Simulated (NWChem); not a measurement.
System: PbHBr, singlet; SMILES [Br][PbH]

Input file for NWChem:

```
start job
memory heap 200 mb stack 900 mb global 1100 mb
geometry units angstroms noautoz
  Pb     0.025038    -0.794767     0.000000
  H     -1.830858    -0.921540     0.000000
  Br     0.008645     1.840122     0.000000
end
basis spherical
  * library def2-svpd
end
ecp
  Pb library def2-ecp
end
dft
  xc b3lyp
  iterations 150
  vectors input atomic output neutral.movecs
end
task dft energy
charge 1
dft
  odft
  mult 2
  vectors input atomic output cation.movecs
end
task dft energy
charge -1
dft
  odft
  mult 2
  vectors input atomic output anion.movecs
end
task dft energy
```

Excerpt of the output:

```
             Northwest Computational Chemistry Package (NWChem) 7.3.0
             --------------------------------------------------------

 CS  symmetry detected

                             Geometry "geometry" -> ""
                             -------------------------

 Output coordinates in angstroms (scale by  1.889725989 to convert to a.u.)

  No.       Tag          Charge          X              Y              Z
 ---- ---------------- ---------- -------------- -------------- --------------
    1 Pb                  82.0000     0.01882968    -0.78050499     0.00000000
    2 H                    1.0000    -1.83734757    -0.90309121     0.00000000
    3 Br                  35.0000     0.00838039     1.85441429     0.00000000

 Effective nuclear repulsion energy (a.u.)     605.2927788577

      Symmetry information
      --------------------

 Group name             Cs
 Group number              2
 Group order               2
 No. of unique centers     3

                                 NWChem DFT Module
                                 -----------------

 Summary of "ao basis" -> "ao basis" (spherical)
 ------------------------------------------------------------------------------
       Tag                 Description            Shells   Functions and Types
 ---------------- ------------------------------  ------  ---------------------
 Pb                        def2-svpd                12       32   5s4p3d
 H                         def2-svpd                 4        8   2s2p
 Br                        def2-svpd                15       41   6s5p4d

      Symmetry analysis of basis
      --------------------------

        a'         56
        a"         25

            General Information
            -------------------
          SCF calculation type: DFT
          Wavefunction type:  closed shell.
          No. of atoms     :     3
          No. of electrons :    58
           Alpha electrons :    29
            Beta electrons :    29
          Charge           :     0
          Spin multiplicity:     1
          Use of symmetry is: on ; symmetry adaption is: on
          Maximum number of iterations: 150
          AO basis - number of functions:    81
                     number of shells:    31
          Convergence on energy requested:  1.00D-06
          Convergence on density requested:  1.00D-05
          Convergence on gradient requested:  5.00D-04

              XC Information
              --------------
                         B3LYP Method XC Potential
                     Hartree-Fock (Exact) Exchange  0.200
                        Slater Exchange Functional  0.800 local
                    Becke 1988 Exchange Functional  0.720 non-local
              Lee-Yang-Parr Correlation Functional  0.810
                  VWN I RPA Correlation Functional  0.190 local

             Grid Information
             ----------------
          Grid used for XC integration:  medium
          Radial quadrature: Mura-Knowles
          Angular quadrature: Lebedev.
          Tag              B.-S. Rad. Rad. Pts. Rad. Cut. Ang. Pts.
          ---              ---------- --------- --------- ---------
          Pb                  1.80      123          12.0       590
          H                   0.35       45          12.0       434
          Br                  1.15      112          13.0       590
          Grid pruning is: on
          Number of quadrature shells:   280
          Spatial weights used:  Erf1

      Superposition of Atomic Density Guess
      -------------------------------------

 Sum of atomic energies:       -2791.94740669

      Non-variational initial energy
      ------------------------------

 Total energy =   -2764.377877
 1-e energy   =   -4250.214665
 2-e energy   =    1319.357010
 HOMO         =      -0.248113
 LUMO         =      -0.062242

      Symmetry analysis of molecular orbitals - initial
      -------------------------------------------------

  Numbering of irreducible representations:

     1 a'          2 a"

  Orbital symmetries:

     1 a'          2 a'          3 a'          4 a'          5 a"
     6 a'          7 a'          8 a'          9 a"         10 a'
    11 a'         12 a'         13 a"         14 a'         15 a'
    16 a"         17 a'         18 a"         19 a'         20 a'
    21 a'         22 a"         23 a"         24 a'         25 a'
    26 a'         27 a"         28 a'         29 a'         30 a"
    31 a'         32 a'         33 a'         34 a'         35 a'
    36 a"         37 a"         38 a'         39 a"

   convergence    iter        energy       DeltaE   RMS-Dens  Diis-err
 ---------------- ----- ----------------- --------- --------- ---------
 d= 0,ls=0.0,diis     1  -2767.4059451436 -2.93D+03  2.03D-02  3.20D-01
 d= 0,ls=0.0,diis     2  -2767.3093588486  9.66D-02  1.23D-02  8.28D-01
 d= 0,ls=0.0,diis     3  -2767.4479356900 -1.39D-01  2.70D-03  2.20D-02
 d= 0,ls=0.0,diis     4  -2767.4520889723 -4.15D-03  7.82D-04  2.10D-03
 d= 0,ls=0.0,diis     5  -2767.4524412097 -3.52D-04  1.68D-04  1.76D-04
  Resetting Diis
 d= 0,ls=0.0,diis     6  -2767.4524721903 -3.10D-05  1.61D-05  7.58D-07
 d= 0,ls=0.0,diis     7  -2767.4524723198 -1.30D-07  8.94D-06  1.67D-07

         Total DFT energy =    -2767.452472319823
      One electron energy =    -4251.607746359333
           Coulomb energy =     1425.511967477363
    Exchange-Corr. energy =     -107.836471260092
 Nuclear repulsion energy =      166.479777822239

 Numeric. integr. density =       57.999992346552

                  Occupations of the irreducible representations
                  ----------------------------------------------

                     irrep           alpha         beta
                     --------     --------     --------
                     a'               21.0         21.0
                     a"                8.0          8.0

                       DFT Final Molecular Orbital Analysis
                       ------------------------------------

 Vector   27  Occ=2.000000D+00  E=-2.914548D-01  Symmetry=a'
              MO Center=  8.6D-03,  1.0D+00, -2.1D-15, r^2= 3.5D+00
   Bfn.  Coefficient  Atom+Function         Bfn.  Coefficient  Atom+Function
  ----- ------------  ---------------      ----- ------------  ---------------
    56      0.415024  3 Br px                53      0.392678  3 Br px
    50     -0.259668  3 Br px                57      0.238063  3 Br py
     3      0.226533  1 Pb s                 54      0.223680  3 Br py
    12      0.199867  1 Pb px                 4      0.151410  1 Pb s
     1     -0.150219  1 Pb s                 13     -0.149005  1 Pb py

 Vector   28  Occ=2.000000D+00  E=-2.880024D-01  Symmetry=a"
              MO Center=  9.9D-03,  1.7D+00,  3.0D-15, r^2= 1.9D+00
   Bfn.  Coefficient  Atom+Function         Bfn.  Coefficient  Atom+Function
  ----- ------------  ---------------      ----- ------------  ---------------
    58      0.550991  3 Br pz                55      0.510729  3 Br pz
    52     -0.338549  3 Br pz                14      0.135214  1 Pb pz
    49      0.110030  3 Br pz                61      0.074883  3 Br pz
    17      0.062387  1 Pb pz                19     -0.056892  1 Pb d -1
    11     -0.046802  1 Pb pz                 8     -0.045951  1 Pb pz

 Vector   29  Occ=2.000000D+00  E=-2.519692D-01  Symmetry=a'
              MO Center= -4.1D-01,  1.5D-01, -1.2D-16, r^2= 4.6D+00
   Bfn.  Coefficient  Atom+Function         Bfn.  Coefficient  Atom+Function
  ----- ------------  ---------------      ----- ------------  ---------------
    56      0.376910  3 Br px                53      0.337021  3 Br px
    33      0.306191  2 H  s                 12     -0.298074  1 Pb px
     3     -0.279349  1 Pb s                 50     -0.221919  3 Br px
    34      0.212018  2 H  s                 15     -0.194344  1 Pb px
     1      0.181402  1 Pb s                  4     -0.177931  1 Pb s

 Vector   30  Occ=0.000000D+00  E=-1.242889D-01  Symmetry=a"
              MO Center=  3.1D-03, -6.9D-01,  2.1D-15, r^2= 3.9D+00
   Bfn.  Coefficient  Atom+Function         Bfn.  Coefficient  Atom+Function
  ----- ------------  ---------------      ----- ------------  ---------------
    14      0.570149  1 Pb pz                17      0.552311  1 Pb pz
    58     -0.204577  3 Br pz                11     -0.193763  1 Pb pz
     8     -0.188149  1 Pb pz                55     -0.161356  3 Br pz
    52      0.104735  3 Br pz                29     -0.050323  1 Pb d -1
    49     -0.033918  3 Br pz                61     -0.026472  3 Br pz

 Vector   31  Occ=0.000000D+00  E=-5.432870D-02  Symmetry=a'
              MO Center= -9.5D-03, -8.5D-01, -1.1D-15, r^2= 6.5D+00
   Bfn.  Coefficient  Atom+Function         Bfn.  Coefficient  Atom+Function
  ----- ------------  ---------------      ----- ------------  ---------------
     5      0.593390  1 Pb s                 13     -0.464718  1 Pb py
    16     -0.462083  1 Pb py                46     -0.451153  3 Br s
     4     -0.342710  1 Pb s                 57     -0.337638  3 Br py
    45      0.305285  3 Br s                  3     -0.272472  1 Pb s
    54     -0.244049  3 Br py                32     -0.188580  1 Pb d  2

 Vector   32  Occ=0.000000D+00  E=-1.293641D-02  Symmetry=a'
              MO Center=  3.8D-01, -7.1D-01, -1.5D-14, r^2= 8.7D+00
   Bfn.  Coefficient  Atom+Function         Bfn.  Coefficient  Atom+Function
  ----- ------------  ---------------      ----- ------------  ---------------
     5      1.592558  1 Pb s                  4     -0.826049  1 Pb s
    16      0.345782  1 Pb py                15      0.336341  1 Pb px
    46     -0.330052  3 Br s                  3     -0.292426  1 Pb s
    12      0.274682  1 Pb px                34      0.266926  2 H  s
    60      0.267205  3 Br py                 1      0.192068  1 Pb s

     Multipole analysis of the density
     ---------------------------------

     L   x y z        total         alpha         beta         nuclear
     -   - - -        -----         -----         ----         -------
     0   0 0 0     -0.000000    -29.000000    -29.000000     58.000000

     1   1 0 0      0.390182      1.262579      1.262579     -2.134976
     1   0 1 0     -1.435962    -44.966198    -44.966198     88.496433
     1   0 0 1     -0.000000     -0.000000     -0.000000      0.000000

     2   2 0 0    -38.305758    -25.198877    -25.198877     12.091997
     2   1 1 0     -0.633770     -3.673491     -3.673491      6.713212
     2   1 0 1     -0.000000     -0.000000     -0.000000      0.000000
     2   0 2 0    -36.893518   -258.739289   -258.739289    480.585060
     2   0 1 1     -0.000000     -0.000000     -0.000000      0.000000
     2   0 0 2    -32.896248    -16.448124    -16.448124      0.000000

                                 NWChem DFT Module
                                 -----------------

      Symmetry analysis of basis
      --------------------------

        a'         56
        a"         25

            General Information
            -------------------
          SCF calculation type: DFT
          Wavefunction type:  spin polarized.
          No. of atoms     :     3
          No. of electrons :    57
           Alpha electrons :    29
            Beta electrons :    28
          Charge           :     1
          Spin multiplicity:     2
          Use of symmetry is: on ; symmetry adaption is: on
          Maximum number of iterations: 150
          AO basis - number of functions:    81
                     number of shells:    31
          Convergence on energy requested:  1.00D-06
          Convergence on density requested:  1.00D-05
          Convergence on gradient requested:  5.00D-04

              XC Information
              --------------
                         B3LYP Method XC Potential
                     Hartree-Fock (Exact) Exchange  0.200
                        Slater Exchange Functional  0.800 local
                    Becke 1988 Exchange Functional  0.720 non-local
              Lee-Yang-Parr Correlation Functional  0.810
                  VWN I RPA Correlation Functional  0.190 local

             Grid Information
             ----------------
          Grid used for XC integration:  medium
          Radial quadrature: Mura-Knowles
          Angular quadrature: Lebedev.
          Tag              B.-S. Rad. Rad. Pts. Rad. Cut. Ang. Pts.
          ---              ---------- --------- --------- ---------
          Pb                  1.80      123          12.0       590
          H                   0.35       45          12.0       434
          Br                  1.15      112          13.0       590
          Grid pruning is: on
          Number of quadrature shells:   280
          Spatial weights used:  Erf1

      Superposition of Atomic Density Guess
      -------------------------------------

 Sum of atomic energies:       -2791.94740669

 Renormalizing density from      58.00 to     57

      Non-variational initial energy
      ------------------------------

 Total energy =   -2736.201184
 1-e energy   =   -4176.935101
 2-e energy   =    1274.254139
 HOMO         =      -0.490387
 LUMO         =      -0.302779

   Symmetry analysis of molecular orbitals - initial alpha
   -------------------------------------------------------

  Numbering of irreducible representations:

     1 a'          2 a"

  Orbital symmetries:

     1 a'          2 a'          3 a'          4 a'          5 a"
     6 a'          7 a'          8 a'          9 a"         10 a'
    11 a'         12 a'         13 a"         14 a'         15 a'
    16 a"         17 a'         18 a"         19 a'         20 a'
    21 a'         22 a"         23 a"         24 a'         25 a'
    26 a'         27 a"         28 a'         29 a'         30 a"
    31 a'         32 a'         33 a'         34 a'         35 a'
    36 a"         37 a"         38 a'         39 a'

   Symmetry analysis of molecular orbitals - initial beta
   ------------------------------------------------------

  Numbering of irreducible representations:

     1 a'          2 a"

  Orbital symmetries:

     1 a'          2 a'          3 a'          4 a'          5 a"
     6 a'          7 a'          8 a'          9 a"         10 a'
    11 a'         12 a'         13 a"         14 a'         15 a'
    16 a"         17 a'         18 a"         19 a'         20 a'
    21 a'         22 a"         23 a"         24 a'         25 a'
    26 a'         27 a"         28 a'         29 a'         30 a"
    31 a'         32 a'         33 a'         34 a'         35 a'
    36 a"         37 a"         38 a'         39 a'

[...]
```

Level: B3LYP/def2-SVPD with def2 effective core potentials on Pb, vertical spin-unrestricted ions. Low-valent species are run as closed-shell singlets; no triplet was tried in these runs. Geometry: optimised at PBE0/def2-SVP. B3LYP is NWChem's, with the RPA form of VWN correlation. def2 effective core potentials on Pb; no spin-orbit coupling.
